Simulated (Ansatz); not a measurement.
```xyz
2

H     0.0000    0.0000   -1.2138
Cl    0.0000    0.0000    0.0714
```

Basis set: cc-pVDZ (spherical functions). Correlated methods keep 5 orbitals frozen. Charge 0, multiplicity 1.

Computed with Ansatz (development build ahead of 0.2.0); each method stands on the lowest determinant of its kind that the runs found. Restricted open shells among the atoms or ions are ROHF, correlated in semicanonical orbitals with singles.

Task: Give the atomization energy at this shape (free ground-state atoms in the same class of orbitals less the molecule, no zero-point energy) of singlet HCl by RHF-MP2, RHF.

Result:

| method | atomization energy |
| --- | --- |
| RHF-MP2 | 407.0 kJ/mol |
| RHF | 322.8 kJ/mol |
